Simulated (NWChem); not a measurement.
Species: C2H4FNSi; SMILES [Si@H](F)(C#C)N

```xyz
9

C      0.0120     2.5498    -0.1571
C      0.0158     1.3496     0.0416
Si     0.0282    -0.4509     0.3678
N     -1.3972    -1.1198    -0.2797
F      1.3955    -1.0238    -0.3074
H      0.0087     3.6114    -0.3327
H      0.1235    -0.7750     1.8101
H     -1.7656    -0.8145    -1.1727
H     -1.7067    -2.0532    -0.0368
```
Atoms are numbered in this order, from 1.

All runs: NWChem. Pople sets run with spherical d functions. Geometry: optimised at PBE0/def2-SVP. Vertical excitations in the gas phase; the lowest state need not have the same character in each row.

For level PBE0/6-31+G*, full TDDFT:

```yaml
lowest excitation, singlet (eV): 5.94
lowest state with f > 0.02, singlet (eV): 6.58
orbital gap (eV): 7.58
```

**Question.** Estimate the same quantities for level PBE/6-31+G*, full TDDFT.

**Answer.** lowest excitation, singlet (eV): 5.38
lowest state with f > 0.02, singlet (eV): 5.75
orbital gap (eV): 5.29
